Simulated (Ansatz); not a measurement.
Total energies of `CCC(C)(C)C(C)(C)C`.

```xyz
29

C     0.967   -2.652    0.560
C     1.078   -1.192    0.147
C    -0.252   -0.426   -0.012
C    -1.152   -0.709    1.193
C    -0.966   -0.947   -1.261
C     0.029    1.118   -0.139
C    -1.213    1.870   -0.625
C     0.434    1.722    1.207
C     1.155    1.403   -1.136
H     1.955   -3.117    0.562
H     0.553   -2.764    1.564
H     0.341   -3.231   -0.123
H     1.622   -1.141   -0.801
H     1.704   -0.678    0.883
H    -0.630   -0.556    2.140
H    -2.038   -0.071    1.191
H    -1.502   -1.743    1.173
H    -1.047   -2.035   -1.228
H    -0.433   -0.686   -2.178
H    -1.982   -0.554   -1.338
H    -2.091    1.663   -0.009
H    -1.029    2.947   -0.579
H    -1.459    1.625   -1.660
H    -0.392    1.717    1.921
H     0.737    2.763    1.066
H     1.277    1.198    1.663
H     1.235    2.481   -1.300
H     2.124    1.056   -0.772
H     0.973    0.940   -2.109
```

Total charge 0; spin multiplicity 1. Geometry: relaxed with PBE0-D4/def2-TZVP. It is one conformer, not always the lowest. Basis def2-TZVPP, the Gaussian-basis code of Ansatz.

RPA on PBE orbitals: Hartree–Fock energy of these orbitals -352.49341 Eh, correlation -2.71421 Eh (frozen core).

| functional | kind | energy without D4 (Eh) | D4 term (kJ/mol) |
| --- | --- | --- | --- |
| PBE | GGA | -354.61405 | -78.0 |
| LC-ωPBE | long-range corrected hybrid | -354.92978 | – |

**Question.** Give the same for LDA (SPW92), revPBE, BLYP, r2SCAN, B97M-V, PBE0, B3LYP, r2SCANh, r2SCAN0, HSE06 (plane-wave form), BHLYP, CAM-B3LYP, ωB97X-V, ωB97M-V, B2PLYP, PBE-QIDH. (Best estimate.)

**Answer.** Ansatz gave: 
```csv
functional,kind,energy without D4 (Eh),D4 term (kJ/mol)
LDA (SPW92),LDA,-351.75382,–
revPBE,GGA,-355.00328,-247.7
BLYP,GGA,-354.89236,-168.4
r2SCAN,meta-GGA,-354.91180,-22.4
B97M-V,meta-GGA with VV10,-355.16117,–
PBE0,"global hybrid, 25 % exact exchange",-354.69188,-66.6
B3LYP,"global hybrid, 20 %",-355.14974,-121.9
r2SCANh,"meta-GGA hybrid, 10 %",-354.90235,-23.2
r2SCAN0,"meta-GGA hybrid, 25 %",-354.88991,-25.3
HSE06 (plane-wave form),screened hybrid,-354.66831,-61.7
BHLYP,"global hybrid, 50 %",-354.89958,-85.0
CAM-B3LYP,range-separated hybrid,-354.92074,-66.8
ωB97X-V,range-separated hybrid GGA with VV10,-355.05214,–
ωB97M-V,range-separated hybrid meta-GGA with VV10,-354.92998,–
B2PLYP,double hybrid,-354.78563,–
PBE-QIDH,double hybrid,-354.65937,–
```

B3LYP takes the VWN-RPA correlation (the form of Gaussian; ORCA's B3LYP/G). HSE06 is the plane-wave form, built on full-range PBE exchange. The double hybrids freeze the cores in their second-order part.

LC-ωPBE has ω = 0.4 bohr⁻¹.
